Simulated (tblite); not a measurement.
C6H6F (charge +1).
Atom-mapped SMILES: `[CH:1]#[C:2]/[C:3]([F:4])=[CH:5]\[CH+:6][CH3:7]` (hydrogens: H8 on C1; H9 on C5; H10 on C6; H11, H12, H13 on C7)

Geometry (GFN2-xTB, Å), atoms numbered from 1 in this order:
```xyz
13
C6H6F angstrom
C      2.886   -1.070   -0.575
C      2.115   -0.154   -0.413
C      1.289    0.959   -0.236
F      1.869    2.122   -0.330
C     -0.077    0.928    0.027
C     -0.794   -0.239    0.149
C     -2.212   -0.291    0.421
H      3.546   -1.883   -0.715
H     -0.571    1.886    0.136
H     -0.271   -1.183    0.034
H     -2.676    0.687    0.521
H     -2.716   -0.873   -0.359
H     -2.392   -0.890    1.322
```

Computed values, GFN2-xTB/tblite, gas phase, harmonic and unscaled. Errors from tens to a few hundred cm⁻¹ against measured bands are possible. One conformer, not necessarily the lowest.

Harmonic wavenumbers (cm⁻¹): 110.0, 116.4, 139.2, 204.1, 212.9, 267.8, 393.4, 444.1, 574.5, 593.3, 703.5, 706.9, 780.9, 833.4, 923.3, 946.2, 965.0, 1161.9, 1211.2, 1241.6, 1295.0, 1327.7, 1351.6, 1400.4, 1449.9, 1554.1, 2194.4, 2911.0, 2957.1, 3031.4, 3063.0, 3070.5, 3318.9.

A = 4391, B = 1649, C = 1207 MHz; mass 97.045 u (most abundant isotopes); point group Cs, symmetry number 1.

Q: What is the zero-point energy?

A: Half the sum of the wavenumbers: 20727 cm⁻¹ = 247.95 kJ/mol.

Q: Give the ideal-gas entropy at 298.15 K and 1 bar in the rigid-rotor, harmonic-oscillator model (classical rotation).

A: Translation 165.92, rotation 117.15, vibration 80.84: S = 363.9 J/(mol K).

Q: And Cp and H(298.15 K) − H(0)?

A: Cp = 124.03 J/(mol K), of which vibrations give 90.77 (their classical limit is 33 R = 274.4); H(298.15 K) − H(0) = 23.49 kJ/mol without the zero-point energy, 13.58 from vibrations.

Q: How do the functions run with temperature in this model?

A: 
```tsv
T (K)	S (J/(mol K))	Cp (J/(mol K))	H − H(0) (kJ/mol)	G − H(0) (kJ/mol)	ln q(vib)
50	227.6	44.9	1.82	-9.56	0.10
100	265.5	65.5	4.61	-21.94	0.71
373.15	394.0	144.2	33.56	-113.44	5.62
500	440.3	172.9	53.75	-166.41	7.92
750	518.5	212.3	102.29	-286.59	12.22
1000	583.3	237.8	158.77	-424.55	16.18
```

q(vib) and H(0) count from the zero-point level.

Q: Blend soft modes into free rotors: weight 1/[1 + (100 cm⁻¹/ν̃)⁴] for the oscillator and the rest for a rotor with moment μB/(μ + B), μ = h/(8π²ν), B = 10⁻⁴⁴ kg m². What vibrational entropy results?

A: 79.12 J/(mol K) in place of 80.84, which changes −T·S at 298.15 K by +0.51 kJ/mol.

Hindered rotation and anharmonicity are outside this model. Other conformers, if any are populated, would add a mixing term that is left out.
